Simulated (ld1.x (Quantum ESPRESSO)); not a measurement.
What the settings do to the TM potential of nitrogen (N)

Base potential:

* Element: N (Z = 7)
* Generator: ld1.x (Quantum ESPRESSO) 7.5
* Type: norm-conserving Troullier–Martins (Kleinman–Bylander form)
* Functional: PBE
* Relativity: scalar-relativistic
* Frozen core: [He]
* Valence charge: 5
* Reference configuration: 2s2 2p1.5 (charge +1.5)
* Partial waves: 2s (bound): rc 0.85 bohr; 2p (bound): rc 2.30 bohr; 3d channel at 0.3 Ry: rc 1.80 bohr
* Local potential: all-electron potential smoothed inside 1.30 bohr (lloc = -1)
* Core correction: none

All-electron outer shells of the reference configuration (PBE, scalar-relativistic, ld1.x):

```csv
shell,level (eV),outermost node (bohr),outermost maximum (bohr)
2s,-40.50,0.32,0.97
2p,-28.73,–,0.89
```

Cutoffs, loose and tight: the cutoffs (Ry, on a coarse ladder) from which the occupation-weighted sum of valence levels, in a spherical-Bessel basis at the reference potential, stays within 10 and 1 mRy of its value at 400 Ry. They do not see the model core or the augmentation charge, which bear on the density cutoff. Test errors are all-electron minus pseudo excitation energies from the reference, over the configurations 2s2 2p3; 2s2 2p2; 2s2 2p1; 2s0 2p5; 2s1 2p0; 2s2 2p0; 2s2 2p2.5. A dash means not determined; rows that change the core or the reference have their own tests. The largest error is taken over the tests solved by every variant that gives reliable tests at all: 2s1 2p0; 2s2 2p0; 2s2 2p1; 2s2 2p2; 2s2 2p2.5; 2s2 2p3.

A true bound ghost makes a file unfit for plane-wave use even where its test errors are small: the radial tests pick states by their node count and pass the ghost by.

| change | outcome | cutoff, loose | cutoff, tight | bound ghosts | largest test error (meV) |
| --- | --- | --- | --- | --- | --- |
| base | generated | 55 Ry | 140 Ry | none | +2213 |
| functional Wu–Cohen | generated | 55 Ry | 140 Ry | none | +2157 |
| wave 2s (bound): rc 0.85 bohr becomes 2s (bound): rc 0.52 bohr | generated | over 300 Ry | over 300 Ry | s | +2203 |
| all radii scaled by about 1.29 (s 1.10, p 2.96, d 2.32 bohr); local potential all-electron potential smoothed inside 1.68 bohr (lloc = -1) | generated | 50 Ry | 110 Ry | none | +4124 |
| wave 2p (bound): rc 2.30 bohr becomes 2p (bound): rc 1.88 bohr | generated | 55 Ry | 140 Ry | none | +1278 |
| wave 3d channel at 0.3 Ry: rc 1.80 bohr becomes 3d channel at -0.17 Ry: rc 1.80 bohr | generated | 55 Ry | 140 Ry | none | +2213 |
| wave 3d channel at 0.3 Ry: rc 1.80 bohr becomes 3d channel at 0.3 Ry: rc 1.72 bohr | generated | 55 Ry | 140 Ry | none | +2213 |

(1) What comes out with this change to the base: reference 2s2 2p3?

## Answers

(1) outcome: generated; cutoff, loose: 55 Ry; cutoff, tight: 140 Ry; bound ghosts: none; largest test error (meV): +4148.
